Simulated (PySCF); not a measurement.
Bonds (- single, = double, # triple, : aromatic): C1-C2, C2-O3, O3-C4, C4=O5, C4-C6, C6=O7, C6-O8, O8-C9, C9-C10. C1 carries H11, H12, H13; C2 carries H14, H15; C9 carries H16, H17; C10 carries H18, H19, H20.

Non-relativistic, equivalent nuclei averaged, a single conformation, in vacuum. PBE0/pcSseg-1 with gauge-including orbitals; structure optimised with GFN2-xTB; PySCF.

Problem. List the cross peaks expected in HSQC, COSY and HMBC spectra.

Solution. 

HSQC (one-bond C–H):
| δH | δC |
| --- | --- |
| 4.58 (H14/H15/H16/H17) | 64.3 (C2/C9) |
| 1.33 (H11/H12/H13/H18/H19/H20) | 16.3 (C1/C10) |

COSY cross peaks (H two or three bonds apart, from the bond graph; peaks can be absent where the dihedral angle is near 90°):
| δH | δH |
| --- | --- |
| 4.58 (H14/H15/H16/H17) | 1.33 (H11/H12/H13/H18/H19/H20) |

HMBC (two and three bonds, from the bond graph):
| δH | δC |
| --- | --- |
| 4.58 (H14/H15/H16/H17) | 166.2 (C4/C6), 16.3 (C1/C10) |
| 1.33 (H11/H12/H13/H18/H19/H20) | 64.3 (C2/C9) |

Shifts are taken against calculated references (same method and geometry level): $^{1}$H (31.72 ppm), $^{13}$C (186.93 ppm) against TMS.

Shifts are as computed. Against solution values, carbons near 30 ppm lie about +3 ppm off and those near 130 ppm about +5 ppm. Of 1211 compounds with measured shifts, 218 miss one by over three times the rms of a fit or turn the order of signals round; such compounds aren't used in these exercises.
